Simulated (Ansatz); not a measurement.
Na6P⁻. Total charge -1; singlet. Geometry PBE-D4/def2-SVPD.

```tsv
atom	x (Å)	y (Å)	z (Å)
P1	0.454	-0.007	-0.733
Na2	-1.337	1.178	0.844
Na3	-2.281	4.556	-0.501
Na4	1.412	-4.500	1.856
Na5	0.031	2.302	-1.965
Na6	-0.372	-2.519	-0.591
Na7	2.093	-1.010	1.090
```

The restricted singlet is unstable towards broken spin symmetry at other levels; at PBE-D4/def2-TZVPD, r2SCAN-D4/def2-TZVPD, r2SCANh-D4/def2-TZVPD, PBE0-D4/def2-TZVPD and others this wasn't settled. The geometry of the singlet was relaxed on an unsound state (restricted singlet, unstable towards broken spin symmetry at other levels and untested here). Another isomer (singlet) lies 0.31 eV lower at PBE0-D4/def2-TZVPD; other spin states weren't run for this one.

Problem. Estimate the orbital energies around the gap (eV) in Ansatz with PBE-D4/def2-TZVPD, r2SCAN-D4/def2-TZVPD, r2SCANh-D4/def2-TZVPD, PBE0-D4/def2-TZVPD, BHLYP-D4/def2-TZVPD.

Solution. 
| orbital | PBE-D4/def2-TZVPD | r2SCAN-D4/def2-TZVPD | r2SCANh-D4/def2-TZVPD | PBE0-D4/def2-TZVPD | BHLYP-D4/def2-TZVPD |
| --- | --- | --- | --- | --- | --- |
| HOMO−5 | -7.96 | -8.30 | -8.86 | -9.48 | -10.94 |
| HOMO−4 | -1.26 | -1.28 | -1.56 | -1.95 | -2.54 |
| HOMO−3 | -0.79 | -0.81 | -1.04 | -1.37 | -1.83 |
| HOMO−2 | -0.60 | -0.63 | -0.87 | -1.19 | -1.67 |
| HOMO−1 | -0.39 | -0.41 | -0.59 | -0.85 | -1.18 |
| HOMO | -0.11 | -0.13 | -0.30 | -0.53 | -0.84 |
| LUMO | 0.83 | 0.91 | 1.05 | 1.20 | 1.60 |
| LUMO+1 | 0.84 | 0.93 | 1.07 | 1.21 | 1.61 |
| LUMO+2 | 0.85 | 1.00 | 1.13 | 1.23 | 1.63 |
| LUMO+3 | 1.19 | 1.37 | 1.48 | 1.51 | 1.78 |
| LUMO+4 | 1.26 | 1.39 | 1.50 | 1.56 | 1.85 |
| LUMO+5 | 1.32 | 1.45 | 1.56 | 1.61 | 1.90 |
